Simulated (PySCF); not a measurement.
# TeF₃: breathing scan

Level of theory: UPBE0/[Te def2-TZVP with ECP28, F def2-TZVP], scalar-relativistic core potentials, density fitting, no spin–orbit coupling, PySCF.

Rigid scan from the doublet minimum (Te–F 1.859 Å, Te–F 1.940 Å (×2); F–Te–F 84.0° (×2), F–Te–F 168.0°). Coordinate: all bonds to the central atom scaled together. Energies in kJ/mol from the minimum.

(1) Predict the curve at 0.88, 0.92, 0.96, 1.00, 1.04, 1.08, 1.14, 1.22, 1.35.

## Answers

(1) 
| scale of all bonds to the centre | E (kJ/mol) | dipole size (D) | ⟨S²⟩ |
| --- | --- | --- | --- |
| 0.88 | 297.1 | 0.92 | 0.76 |
| 0.92 | 114.3 | 1.45 | 0.76 |
| 0.96 | 24.9 | 1.94 | 0.75 |
| 1.00 | 0.0 | 2.39 | 0.75 |
| 1.04 | 19.2 | 2.80 | 0.75 |
| 1.08 | 68.1 | 3.16 | 0.75 |
| 1.14 | 174.9 | 3.63 | 0.75 |
| 1.22 | 346.2 | 4.13 | 0.76 |
| 1.35 | 622.8 | 4.14 | 1.01 |

Spin contamination is strong at 1.35, so these points are less reliable.

Spin–orbit coupling, left out here, can matter for elements this heavy.

The scan took of the order of 6 core-minutes on a shared host.
